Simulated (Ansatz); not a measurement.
Basis-set extrapolation for CH5AlO3 (PBE0-D4/def2-TZVP geometry, frozen core, Ansatz 0.2.0). Multiplicity 1, RHF reference.

```tsv
	def2-TZVPP	def2-QZVPP
HF	-507.445706	-507.465810
MP2 correlation	-0.972617	-1.048809
CCSD(T) correlation	-1.030753	not run
```

Energies in hartree. Use E(X) = E(∞) + A·exp(−7.88·√X) for Hartree–Fock and E(X) = E(∞) + B·X^(−2.97) for correlation, with X = 3 and 4, and add CCSD(T) minus MP2 of the smaller set to the MP2 limit.

Task: What is the CCSD(T) energy at the basis-set limit?

Result: HF limit: -507.465810 + (-0.020104) × 0.13774 = -507.46858. MP2 limit: -1.048809 + (-0.076192) × 0.74074 = -1.10525. Higher-order term: -1.030753 − (-0.972617) = -0.05814. Total: -508.63197 hartree, 97.6 kcal/mol below CCSD(T)/def2-TZVPP.
